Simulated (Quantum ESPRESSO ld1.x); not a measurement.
All-electron atom: Al2+ in [Ne] 3s1 (the NIST ground configuration). Method: non-relativistic Kohn-Sham, PW91, spin-unpolarised, spherical densities, point nucleus; computed with ld1.x of Quantum ESPRESSO 7.5.

Unscreened Slater integrals over Kohn-Sham orbitals (cm^-1).

F0(3s,3s): 89481
F0(3s,2p): 118490
G1(3s,2p): 8668.6
F0(3s,2s): 117920
G0(3s,2s): 6835.8
F0(3s,1s): 128990
G0(3s,1s): 3184.2
F0(2p,2p): 336890
F2(2p,2p): 153560
F0(2p,2s): 325270
G1(2p,2s): 194710
F0(2p,1s): 478040
G1(2p,1s): 62173
F0(2s,2s): 318050
F0(2s,1s): 450690
G0(2s,1s): 35348
F0(1s,1s): 1713900
